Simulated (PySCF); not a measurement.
## Vertical excitation energies

Species: C₅H₁₁P₂ (charge +1).
InChI=1S/C5H10P2/c1-3-7(4-2)5-6/h3-4H,1-2,5-6H2/p+1

Theory: TDDFT wB97X-D/def2-SVPD, vertical, gas phase, core orbitals frozen in the response (PySCF). Isolated species at its GFN2-xTB geometry (one conformer only). Torsions of this conformer, `[CH2:1]=[CH:2][PH+:3]([CH:4]=[CH2:5])[CH2:6][PH2:7]`: C1–C2–P3–C4 119°, C2–P3–C4–C5 -13°, C2–P3–C6–P7 -60°, H–P7–C6–P3 95°, H–P7–C6–P3 -172°.

Question: List the vertical singlet excitations with oscillator strengths and describe the spectrum.

Answer: 

```json
{"state": "S1", "E (eV)": "6.05", "λ (nm)": "205.0", "f": "0.034", "main configurations (H = HOMO, L = LUMO)": "H→L (80%), H→L+1 (15%)"}
{"state": "S2", "E (eV)": "6.35", "λ (nm)": "195.3", "f": "0.016", "main configurations (H = HOMO, L = LUMO)": "H→L+1 (81%), H→L (14%)"}
{"state": "S3", "E (eV)": "6.98", "λ (nm)": "177.6", "f": "0.062", "main configurations (H = HOMO, L = LUMO)": "H→L+2 (33%), H→L+3 (30%), H→L+4 (20%)"}
{"state": "S4", "E (eV)": "7.04", "λ (nm)": "176.0", "f": "0.039", "main configurations (H = HOMO, L = LUMO)": "H→L+3 (43%), H-1→L (17%), H→L+2 (14%)"}
{"state": "S5", "E (eV)": "7.11", "λ (nm)": "174.3", "f": "0.132", "main configurations (H = HOMO, L = LUMO)": "H-1→L (70%), H→L+3 (11%)"}
{"state": "S6", "E (eV)": "7.22", "λ (nm)": "171.7", "f": "0.097", "main configurations (H = HOMO, L = LUMO)": "H-1→L+1 (50%), H-2→L+1 (16%), H-2→L (8%)"}
{"state": "S7", "E (eV)": "7.30", "λ (nm)": "169.9", "f": "0.324", "main configurations (H = HOMO, L = LUMO)": "H-2→L (60%), H-1→L+1 (27%)"}
{"state": "S8", "E (eV)": "7.48", "λ (nm)": "165.8", "f": "0.047", "main configurations (H = HOMO, L = LUMO)": "H-3→L (41%), H-6→L (14%), H-5→L (13%)"}
```

Triplets (Tamm–Dancoff): T1 4.39 eV, H-1→L+1 (47%), H-1→L (20%), H-2→L+1 (14%); T2 4.47 eV, H-2→L (61%), H-2→L+1 (13%), H-1→L (9%); T3 5.54 eV, H→L+2 (26%), H→L (26%), H→L+4 (17%).

The lowest singlet comes at 205 nm (584 kJ/mol) in the ultraviolet; it is of moderate strength; its leading configuration is HOMO→LUMO (80%). The most intense listed level is S7 at 7.30 eV (170 nm, f = 0.324), 1.25 eV above S1. Löwdin shares by element: HOMO phosphorus 65% or more, hydrogen 15% or more, carbon 12% or more; LUMO carbon 58% or more, phosphorus 12% or more (atoms not listed hold the other 30%). Orbital energies (eV): HOMO-3 -16.13, HOMO-2 -14.99, HOMO-1 -14.77, HOMO -13.46, LUMO -3.67, LUMO+1 -3.46, LUMO+2 -2.00. The listed states span 1.43 eV, and the widest gap between neighbours is 0.63 eV (S2 to S3). Weighted by f, the mean energy of these states is 7.15 eV. Singlets were solved by full linear response, triplets in the Tamm–Dancoff approximation.
